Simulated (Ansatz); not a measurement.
Relaxation of the cluster Si₄O with RKS PBE0-D4/def2-SVP.

```sh
$ ansatz run in.yaml --threads 4 --pin off --events-out ev --progress --plain --max-ram 4787MiB
```

```yaml
crystal:
  periodic: [false, false, false]
  atoms:
    - {symbol: O, position_ang: [-1.086980, 2.262720, 1.482080]}
    - {symbol: Si, position_ang: [-0.890400, 0.979390, 2.288500]}
    - {symbol: Si, position_ang: [1.354250, -1.643500, -3.250410]}
    - {symbol: Si, position_ang: [-0.044520, -0.476640, 0.728800]}
    - {symbol: Si, position_ang: [0.667660, -1.121970, -1.248970]}
basis:
  gaussian: {orbitals: def2-SVP}
hamiltonian: {xc: pbe0, dispersion: d4}
scf: {lower_state_search: "off"}
output: {orbitals: {seedname: orbitals}}
relax: {f_tol: 0.02, max_steps: 100}
```

Run time 16 s (4 threads of Intel Xeon 6975P-C on a shared host).

Positions (Å) and forces (eV/Å) at steps 1, 2, 3, 4, 5, 6, 7, 8, 9, 10, 11, 12, 13, 14, 15, 16, 17, 18, 19, 20, 21, 22, 23, 24, 25, 27 of 27:

```xyz
5
step=1 energy=-33525.1830 eV
O    -1.087    2.263    1.482    0.131    0.695   -1.391
Si   -0.890    0.979    2.288   -1.135    0.809    3.554
Si    1.354   -1.643   -3.250    0.014   -0.028   -0.019
Si   -0.045   -0.477    0.729    1.197   -1.854   -2.512
Si    0.668   -1.122   -1.249   -0.206    0.379    0.368
5
step=2 energy=-33525.8057 eV
O    -1.023    2.166    1.346    0.273   -1.425    0.683
Si   -0.952    1.043    2.462   -0.491    1.672   -0.108
Si    1.352   -1.631   -3.256   -0.067    0.037    0.211
Si   -0.037   -0.495    0.711    0.343   -0.508   -0.751
Si    0.659   -1.083   -1.262   -0.058    0.224   -0.035
5
step=3 energy=-33525.9860 eV
O    -0.949    2.014    1.243    0.101   -1.357    1.294
Si   -1.001    1.119    2.565   -0.004    1.150   -1.415
Si    1.343   -1.615   -3.241   -0.050    0.020    0.165
Si   -0.038   -0.487    0.704   -0.038   -0.030    0.182
Si    0.646   -1.032   -1.271   -0.008    0.218   -0.225
5
step=4 energy=-33526.1428 eV
O    -0.875    1.858    1.143    0.115   -0.918    0.687
Si   -1.016    1.168    2.564    0.127    0.407   -1.015
Si    1.323   -1.581   -3.205   -0.069    0.025    0.231
Si   -0.049   -0.499    0.757   -0.149    0.234    0.304
Si    0.616   -0.946   -1.258   -0.024    0.252   -0.207
5
step=5 energy=-33526.3644 eV
O    -0.803    1.697    1.059    0.280   -0.866   -0.039
Si   -1.015    1.179    2.541    0.131   -0.092   -0.416
Si    1.307   -1.575   -3.150   -0.097    0.049    0.311
Si   -0.069   -0.469    0.802   -0.273    0.670    0.270
Si    0.579   -0.832   -1.252   -0.041    0.240   -0.127
5
step=6 energy=-33526.6470 eV
O    -0.731    1.539    0.972    0.340   -0.937   -0.201
Si   -1.003    1.170    2.503    0.102   -0.245   -0.110
Si    1.286   -1.578   -3.067   -0.106    0.063    0.327
Si   -0.085   -0.448    0.841   -0.336    1.047    0.064
Si    0.533   -0.684   -1.249   -0.001    0.072   -0.080
5
step=7 energy=-33526.8877 eV
O    -0.662    1.368    0.907   -0.156    0.702   -0.251
Si   -0.986    1.124    2.491   -0.054   -0.232    0.490
Si    1.271   -1.600   -2.982   -0.091    0.057    0.278
Si   -0.123   -0.319    0.837    0.188   -0.281   -0.378
Si    0.500   -0.573   -1.253    0.112   -0.246   -0.138
5
step=8 energy=-33526.9758 eV
O    -0.726    1.481    1.016    0.019   -0.090    0.036
Si   -0.975    1.000    2.593    0.213   -0.294   -0.483
Si    1.308   -1.747   -2.957   -0.059    0.018    0.205
Si   -0.128   -0.179    0.702   -0.151    0.282    0.260
Si    0.521   -0.554   -1.355   -0.022    0.084   -0.018
5
step=9 energy=-33527.0472 eV
O    -0.705    1.511    1.043   -0.017   -0.274    0.373
Si   -0.995    0.848    2.566    0.153    0.075   -0.436
Si    1.304   -1.855   -2.814   -0.114    0.166    0.364
Si   -0.044   -0.094    0.654   -0.100    0.118   -0.008
Si    0.440   -0.410   -1.448    0.078   -0.084   -0.293
5
step=10 energy=-33527.1398 eV
O    -0.680    1.514    1.073    0.012   -0.204    0.221
Si   -0.947    0.752    2.550    0.064    0.079   -0.176
Si    1.321   -1.912   -2.632   -0.059    0.073    0.297
Si   -0.064   -0.073    0.570   -0.002   -0.005   -0.160
Si    0.370   -0.282   -1.561   -0.014    0.058   -0.183
5
step=11 energy=-33527.2452 eV
O    -0.647    1.502    1.091    0.030   -0.238    0.186
Si   -0.909    0.672    2.531    0.093    0.055   -0.238
Si    1.324   -1.942   -2.444   -0.144    0.218    0.398
Si   -0.075   -0.069    0.488   -0.018   -0.004   -0.079
Si    0.307   -0.163   -1.666    0.039   -0.031   -0.266
5
step=12 energy=-33527.3677 eV
O    -0.570    1.481    1.084    0.020   -0.293    0.239
Si   -0.875    0.612    2.494    0.103    0.072   -0.267
Si    1.329   -1.909   -2.248   -0.103    0.138    0.383
Si   -0.109   -0.103    0.414   -0.012    0.037    0.011
Si    0.225   -0.082   -1.745   -0.008    0.046   -0.366
5
step=13 energy=-33527.4994 eV
O    -0.534    1.455    1.090    0.036   -0.123    0.049
Si   -0.843    0.542    2.465    0.118   -0.059   -0.192
Si    1.306   -1.893   -2.057   -0.204    0.296    0.429
Si   -0.106   -0.100    0.345    0.019   -0.068   -0.180
Si    0.176   -0.004   -1.844    0.032   -0.046   -0.107
5
step=14 energy=-33527.6412 eV
O    -0.510    1.421    1.065    0.043   -0.149   -0.037
Si   -0.800    0.493    2.427    0.129   -0.116   -0.147
Si    1.262   -1.843   -1.873   -0.179    0.216    0.465
Si   -0.096   -0.132    0.286    0.019   -0.014   -0.163
Si    0.143    0.061   -1.905   -0.012    0.063   -0.119
5
step=15 energy=-33527.7992 eV
O    -0.493    1.386    1.034   -0.008   -0.181    0.008
Si   -0.752    0.439    2.391    0.161   -0.105   -0.204
Si    1.212   -1.793   -1.690   -0.262    0.297    0.481
Si   -0.086   -0.154    0.227    0.050   -0.017   -0.079
Si    0.119    0.122   -1.962    0.059    0.006   -0.207
5
step=16 energy=-33527.9630 eV
O    -0.495    1.351    1.006   -0.058   -0.145   -0.006
Si   -0.695    0.384    2.358    0.156   -0.118   -0.153
Si    1.150   -1.739   -1.513   -0.319    0.325    0.469
Si   -0.070   -0.165    0.171    0.130   -0.054   -0.077
Si    0.111    0.170   -2.022    0.091   -0.008   -0.233
5
step=17 energy=-33528.1102 eV
O    -0.543    1.316    0.982   -0.095   -0.164    0.146
Si   -0.608    0.318    2.334    0.116   -0.015   -0.210
Si    1.068   -1.699   -1.341   -0.233    0.236    0.174
Si   -0.051   -0.146    0.115    0.075    0.085    0.033
Si    0.135    0.211   -2.090    0.137   -0.142   -0.142
5
step=18 energy=-33528.1680 eV
O    -0.733    1.287    1.013    0.321   -0.778    0.278
Si   -0.457    0.233    2.328   -0.082    0.356   -0.522
Si    0.934   -1.714   -1.211    0.089   -0.175   -0.042
Si    0.008   -0.014    0.059   -0.292    0.640   -0.082
Si    0.248    0.208   -2.190   -0.036   -0.043    0.368
5
step=19 energy=-33528.2446 eV
O    -0.744    1.283    1.087    0.036   -0.163    0.320
Si   -0.391    0.109    2.268   -0.054    0.139   -0.098
Si    0.904   -1.697   -1.067    0.065   -0.210    0.213
Si   -0.055    0.154   -0.027    0.118    0.060   -1.027
Si    0.286    0.150   -2.261   -0.166    0.174    0.592
5
step=20 energy=-33528.3649 eV
O    -0.756    1.271    1.135    0.335   -0.751    0.267
Si   -0.321   -0.003    2.193   -0.104    0.365   -0.554
Si    0.877   -1.705   -0.906   -0.242    0.481    0.321
Si   -0.096    0.297   -0.153   -0.112    0.057    0.348
Si    0.296    0.139   -2.268    0.123   -0.151   -0.381
5
step=21 energy=-33528.5210 eV
O    -0.726    1.234    1.171    0.216   -0.501    0.080
Si   -0.276   -0.099    2.117    0.019    0.095   -0.424
Si    0.831   -1.629   -0.733   -0.096    0.150    0.207
Si   -0.133    0.385   -0.230   -0.252    0.468    0.256
Si    0.304    0.110   -2.326    0.112   -0.211   -0.119
5
step=22 energy=-33528.7165 eV
O    -0.714    1.186    1.222    0.173   -0.213   -0.481
Si   -0.198   -0.210    2.009    0.164   -0.269   -0.342
Si    0.771   -1.560   -0.555   -0.214    0.435    0.186
Si   -0.188    0.529   -0.313   -0.235    0.325    0.568
Si    0.330    0.054   -2.362    0.112   -0.278    0.068
5
step=23 energy=-33528.8858 eV
O    -0.695    1.146    1.235    0.119   -0.105   -0.475
Si   -0.125   -0.324    1.881    0.055   -0.097   -0.095
Si    0.705   -1.458   -0.402   -0.002    0.072   -0.186
Si   -0.238    0.650   -0.359   -0.239    0.367    0.503
Si    0.353   -0.015   -2.355    0.067   -0.236    0.253
5
step=24 energy=-33528.9121 eV
O    -0.680    1.142    1.234   -0.013    0.014    0.038
Si   -0.109   -0.371    1.813   -0.028   -0.044    0.319
Si    0.698   -1.418   -0.386    0.057   -0.110   -0.046
Si   -0.271    0.719   -0.356   -0.018    0.106   -0.185
Si    0.362   -0.071   -2.305    0.002    0.033   -0.126
5
step=25 energy=-33528.9181 eV
O    -0.679    1.141    1.234    0.031   -0.094    0.051
Si   -0.117   -0.367    1.842   -0.030    0.086   -0.034
Si    0.703   -1.422   -0.396    0.018   -0.046    0.006
Si   -0.268    0.715   -0.360    0.001    0.029   -0.089
Si    0.361   -0.067   -2.320   -0.020    0.024    0.066
5
step=27 energy=-33528.9189 eV
O    -0.685    1.133    1.235    0.008   -0.013   -0.010
Si   -0.108   -0.362    1.843   -0.002    0.005    0.000
Si    0.695   -1.426   -0.397    0.002   -0.008    0.003
Si   -0.268    0.721   -0.364   -0.006    0.011   -0.001
Si    0.366   -0.067   -2.317   -0.002    0.004    0.007
```

The structure comes from a short search, and lower isomers may exist.
